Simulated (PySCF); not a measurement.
Al(OH)2 (AlH2O2), SMILES [OH][Al+][OH], charge +1.

Geometry optimised at B3LYP-D3(BJ)/def2-TZVP. The multiplicity is an assumed one; other spin states were not compared. The isomer is the one that the SMILES or the coordinates give; other isomers of the formula were not compared. The values are those of a single conformer.

Level of theory: TDDFT-CAM-B3LYP/def2-SVPD (PySCF 2.14.0).

Vertical excitations. Isolated molecule, no solvent. State labels are in the subgroup C2.

### Question
Estimate the UV-visible absorptions. (Estimate from the structure and the level; the computed values follow.)

### Answer

```
state  symmetry  energy (eV)  λ (nm)      f                              main pairs
-----  --------  -----------  ------  -----  --------------------------------------
S1            B         6.05     205  0.001                          HOMO→LUMO 99 %
S2            A         6.27     198  0.001                        HOMO−1→LUMO 98 %
S3            A         6.66     186  0.070                        HOMO−2→LUMO 99 %
S4            B         6.73     184  0.076                        HOMO−3→LUMO 98 %
S5            A         8.67     143  0.000                        HOMO→LUMO+1 97 %
S6            B         8.91     139  0.003    HOMO−1→LUMO+1 51 %, HOMO→LUMO+2 46 %
S7            B         9.08     137  0.002                      HOMO−2→LUMO+1 89 %
S8            A         9.08     136  0.008                      HOMO−1→LUMO+2 96 %
S9            A         9.26     134  0.001  HOMO−3→LUMO+1 55 %, HOMO−2→LUMO+2 43 %
S10           B         9.33     133  0.000                      HOMO−3→LUMO+2 92 %
T1            B         5.68     218      0                          HOMO→LUMO 98 %
T2            A         5.85     212      0                        HOMO−1→LUMO 97 %
T3            A         6.05     205      0                        HOMO−2→LUMO 97 %
T4            B         6.07     204      0                        HOMO−3→LUMO 97 %
```
Triplets are in the Tamm–Dancoff approximation, which puts them higher than full response would, so one can lie above its singlet here.
